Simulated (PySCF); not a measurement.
A structure optimised at PBE-D3(BJ)/def2-SVP, used in a PySCF frequency run:

```
Si
F 1 1.6400
C 1 1.8565 2 111.54
H 3 1.1070 1 111.74 2 -74.23
H 3 1.1083 4 109.26 1 120.30
H 3 1.1087 4 108.98 5 117.95
C 1 1.9317 2 108.88 3 122.84
O 7 1.2197 1 119.41 2 -138.95
H 7 1.1373 8 120.82 1 177.95
Cl 1 2.0777 2 107.22 3 -123.05
```

Question: Write its SMILES and formula.

Answer: C[Si@@](F)(Cl)C=O, C2H4ClFOSi

Question: What are its rotational constants (standard atomic weights)?

Answer: 2.5293, 1.7115, 1.4838 GHz
